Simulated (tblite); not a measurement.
Input of a run (GFN2-xTB geometry optimisation, gas phase (tblite 0.8.0)), started from a force field or distance geometry:
```
{"job": {"kind": "relax", "xc": "GFN2-xTB", "basis": "xTB"}, "charge": 0, "multiplicity": 1}
C     -2.597500    -0.797100    -0.657000
O     -1.188100    -0.734900    -0.639600
C     -0.653400     0.594800    -0.516700
C      0.693900     0.604800    -1.272600
Si     2.052700    -0.326000    -0.303800
C      1.935500    -2.181400    -0.473500
N      1.901900    -3.333900    -0.573100
Si     1.551300     0.228000     1.904600
Si    -0.438900     1.267500     1.275500
H     -2.909900    -1.844600    -0.721300
H     -3.034400    -0.372700     0.256200
H     -2.994200    -0.267700    -1.531200
H     -1.338400     1.287000    -1.041900
H      0.590800     0.130600    -2.253200
H      1.031700     1.637200    -1.419300
H      3.389200     0.214100    -0.682400
H      1.330400    -0.959500     2.777900
H      2.509700     1.191500     2.486200
H     -1.600100     0.926700     2.152500
H     -0.237300     2.746100     1.229700
```

Output (eV, eV/Å):
```
step      E/eV     max force
  0    -714.09447    1.327
  1    -714.10839    3.765
  2    -714.18907    0.491
  3    -714.21768    0.441
  4    -714.25425    0.721
  5    -714.27366    0.491
  6    -714.29756    0.328
  7    -714.31603    0.445
  8    -714.33262    0.481
  9    -714.34285    0.294
 10    -714.35045    0.192
 11    -714.35699    0.230
 12    -714.36308    0.227
 13    -714.36810    0.173
 14    -714.37236    0.157
 15    -714.37635    0.151
 16    -714.37999    0.139
 17    -714.38292    0.124
 18    -714.38523    0.106
 19    -714.38730    0.112
 20    -714.38944    0.120
 21    -714.39158    0.145
 22    -714.39341    0.116
 23    -714.39484    0.079
 24    -714.39605    0.086
 25    -714.39723    0.101
 26    -714.39841    0.091
 27    -714.39954    0.093
 28    -714.40065    0.099
 29    -714.40182    0.091
 30    -714.40308    0.101
 31    -714.40435    0.083
 32    -714.40550    0.076
 33    -714.40654    0.066
 34    -714.40758    0.077
 35    -714.40875    0.081
 36    -714.41016    0.084
 37    -714.41174    0.107
 38    -714.41330    0.096
 39    -714.41474    0.078
 40    -714.41613    0.091
 41    -714.41755    0.098
 42    -714.41887    0.077
 43    -714.42010    0.086
 44    -714.42142    0.103
 45    -714.42311    0.095
 46    -714.42527    0.105
 47    -714.42763    0.100
 48    -714.42968    0.085
 49    -714.43133    0.073
 50    -714.43306    0.104
 51    -714.43509    0.127
 52    -714.43683    0.107
 53    -714.43695    0.226
 54    -714.43888    0.080
 55    -714.43963    0.075
 56    -714.44159    0.108
 57    -714.44285    0.103
 58    -714.44448    0.103
 59    -714.44562    0.088
 60    -714.44733    0.120
 61    -714.44891    0.152
 62    -714.45074    0.143
 63    -714.45199    0.069
 64    -714.45270    0.052
 65    -714.45314    0.063
 66    -714.45357    0.071
 67    -714.45399    0.079
 68    -714.45434    0.046
 69    -714.45468    0.048
 70    -714.45507    0.066
 71    -714.45560    0.082
 72    -714.45599    0.057
 73    -714.45626    0.039
 74    -714.45649    0.039
 75    -714.45680    0.058
 76    -714.45720    0.071
 77    -714.45768    0.058
 78    -714.45813    0.043
 79    -714.45853    0.041
 80    -714.45888    0.045
 81    -714.45923    0.042
 82    -714.45958    0.047
 83    -714.45996    0.040
 84    -714.46043    0.066
 85    -714.46101    0.081
 86    -714.46161    0.063
 87    -714.46210    0.047
 88    -714.46249    0.040
 89    -714.46286    0.052
 90    -714.46327    0.063
 91    -714.46367    0.045
 92    -714.46401    0.048
 93    -714.46434    0.047
 94    -714.46472    0.057
 95    -714.46535    0.064
 96    -714.46593    0.065
 97    -714.46639    0.041
 98    -714.46672    0.052
 99    -714.46706    0.052
100    -714.46754    0.061
101    -714.46833    0.070
102    -714.46787    0.230
103    -714.46964    0.064
104    -714.47021    0.059
105    -714.47019    0.306
106    -714.47175    0.074
107    -714.47231    0.055
108    -714.46817    0.593
109    -714.47544    0.194
110    -714.47677    0.086
111    -714.47667    0.384
112    -714.47922    0.107
113    -714.48042    0.108
114    -714.47575    0.658
115    -714.48521    0.089
116    -714.48740    0.076
117    -714.47945    0.599
118    -714.49062    0.065
119    -714.49208    0.059
120    -714.49280    0.206
121    -714.49488    0.061
122    -714.49579    0.062
123    -714.50040    0.087
124    -714.50219    0.156
125    -714.50397    0.220
126    -714.50613    0.178
127    -714.50847    0.094
128    -714.50983    0.075
129    -714.51121    0.109
130    -714.51270    0.124
131    -714.51396    0.087
132    -714.51520    0.069
133    -714.51658    0.076
134    -714.51887    0.101
135    -714.52163    0.134
136    -714.52409    0.111
137    -714.52541    0.098
138    -714.52686    0.075
139    -714.52776    0.088
140    -714.52864    0.067
141    -714.52976    0.079
142    -714.53116    0.088
143    -714.53199    0.068
144    -714.53289    0.057
145    -714.53354    0.071
146    -714.53409    0.081
147    -714.53463    0.076
148    -714.53515    0.051
149    -714.53577    0.040
150    -714.53609    0.041
151    -714.53669    0.064
152    -714.53724    0.068
153    -714.53786    0.067
154    -714.53832    0.047
155    -714.53865    0.040
156    -714.53890    0.039
157    -714.53916    0.054
158    -714.53951    0.060
159    -714.54004    0.055
160    -714.54060    0.057
161    -714.54118    0.050
162    -714.54183    0.055
163    -714.54251    0.056
164    -714.54308    0.044
165    -714.54344    0.034
166    -714.54365    0.029
167    -714.54379    0.027
168    -714.54395    0.041
169    -714.54418    0.056
170    -714.54458    0.046
171    -714.54479    0.031
172    -714.54487    0.014
173    -714.54491    0.022
174    -714.54495    0.013
175    -714.54498    0.017
176    -714.54502    0.014
177    -714.54504    0.011
178    -714.54506    0.015
179    -714.54507    0.009
```

Question: Summarise the run.

Answer: The energy falls by 43.5 kJ/mol over 179 L-BFGS steps, the largest force on an atom goes from 1.33 to 0.009 eV/Å, and the atoms move by 0.762 Å rms after alignment. The bond that changes most is Si9–H19 (SiH2 silicon to Si–H hydrogen), which shortens by 0.032 Å. Bonds longer at the end by more than 0.005 Å: 1 of 20; shorter: 10. Among the angles that change most is O2–C3–Si9, from 116.3° to 97.8°. Among the dihedrals that turn most is C1–O2–C3–H13, from -33° to 41°. The energy rose by more than 1e-5 eV at steps 102, 105, 108, 111, 114 and 117. The first step brought 3 % of the lowering.

Question: What are the final bond lengths?

Answer: C1–O2 1.404 Å, O2–C3 1.434 Å, C3–C4 1.527 Å, C4–Si5 1.921 Å, Si5–C6 1.869 Å, C6≡N7 1.147 Å, Si5–Si8 2.333 Å, Si8–Si9 2.326 Å, C3–Si9 1.924 Å, C1–H10 1.089 Å, C1–H11 1.097 Å, C1–H12 1.094 Å, C3–H13 1.098 Å, C4–H14 1.092 Å, C4–H15 1.092 Å, Si5–H16 1.474 Å, Si8–H17 1.467 Å, Si8–H18 1.474 Å, Si9–H19 1.463 Å, Si9–H20 1.473 Å. Numbering counts from 1 in the input's order; the species is `CO[C@@H]1C[Si@H](C#N)[SiH2][SiH2]1`.

Its GFN2-xTB frequencies are all real (lowest 44 cm⁻¹). The numbers are those of one conformer.

The numbers are calculated, not measured.
